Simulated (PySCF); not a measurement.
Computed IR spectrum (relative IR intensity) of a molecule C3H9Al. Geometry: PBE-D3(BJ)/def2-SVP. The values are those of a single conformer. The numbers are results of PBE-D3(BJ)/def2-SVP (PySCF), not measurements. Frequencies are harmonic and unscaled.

Lines under 2 % of the strongest are left out, and lines within 2 cm⁻¹ are merged.

ν (cm⁻¹): 438 (w), 471 (m), 639 (w), 645 (s), 751 (vw), 769 (vs), 944 (w), 1017 (vw), 1061 (w), 1298 (w), 1417 (vw), 1851 (s), 1859 (vs), 2922 (vw), 2955 (w), 2958 (w), 2995 (w), 3046 (w), 3050 (w) (against the strongest line: vs over 80 %, s over 45 %, m over 15 %, w over 4 %, vw less)

Question: Which structure fits?
(A) [CH3][Al]([CH3])[CH3]
(B) C[CH2][AlH][CH3]
(C) CC[CH2][AlH2]

Answer: C, CC[CH2][AlH2]
